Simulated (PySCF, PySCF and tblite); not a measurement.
A run on one conformer of C6H8N2, numbered as in [CH3:1][c:2]1[cH:3][n:4][c:5]([CH3:6])[n:7][cH:8]1, from an ensemble study. The sound level was PBE0/pcSseg-1 on GFN2-xTB geometries.

Input:

```
{"job": {"xc": "M06-2X", "basis": "pcSseg-1", "solvent": "benzene", "kind": "nmr", "pop": false}, "charge": 0, "multiplicity": 1}
C     -2.715788     0.113966     0.056411
C     -1.225017     0.039462     0.022436
C     -0.458429    -0.207225     1.157873
N      0.860507    -0.261793     1.134392
C      1.461893    -0.069839    -0.033362
C      2.952398    -0.116914    -0.061398
N      0.829982     0.168007    -1.176311
C     -0.488883     0.220973    -1.144990
H     -3.114064    -0.519054     0.846311
H     -3.032718     1.138954     0.251784
H     -3.137687    -0.194339    -0.897643
H     -0.920257    -0.372446     2.124558
H      3.316149    -0.773396     0.723306
H      3.293325    -0.452461    -1.036181
H      3.346768     0.882899     0.115842
H     -0.975780     0.412149    -2.094438
```

Command: OMP_NUM_THREADS=1 python ens_run.py task.json out

Output:

```
NotImplementedError: meta-GGA GIAO
```

Q: What is wrong with this calculation?

A: The setting at fault: functional unknown or not served for shieldings. GIAO shieldings aren't available for M06-2X here. (The solvent model also differs from the sound level's.) The input was rejected before any iteration.
